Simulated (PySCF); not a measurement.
C2H8N, SMILES CC[NH3+], charge +1. Heavy atoms are numbered as in [CH3:1][CH2:2][NH3+:3]. Hydrogens are named by the atom that carries them.

The structure is a stationary point at B3LYP-D3(BJ)/def2-SVP. The isomer is the one that the SMILES or the coordinates give; other isomers of the formula were not compared.

All values below come from B3LYP/pcSseg-1 (PySCF).

GIAO shieldings, no solvent; atoms alike by connectivity are averaged. δ = σ(ref) − σ: ¹³C against TMS (σ = 181.3 ppm); ¹⁵N against NH3 (σ = 265.5 ppm); ¹H against TMS (σ = 31.68 ppm), references at their B3LYP-D3(BJ)/def2-TZVP geometries, non-relativistic.

| atoms | nucleus | count | δ (ppm) |
|---|---|---|---|
| C2 (CH2) | ¹³C | 1 | 51.3 |
| C1 (CH3) | ¹³C | 1 | 17.1 |
| N3 (NH3) | ¹⁵N | 1 | 67.2 |
| H on N3 | ¹H | 3 | [?] |
| H on C2 | ¹H | 2 | [?] |
| H on C1 | ¹H | 3 | [?] |

Question: Fill in the missing entries. (Estimate from the structure and the level; the computed values follow.)

Answer: 
- H on C1, δ (ppm): 2.26
- H on C2, δ (ppm): 3.99
- H on N3, δ (ppm): 4.77
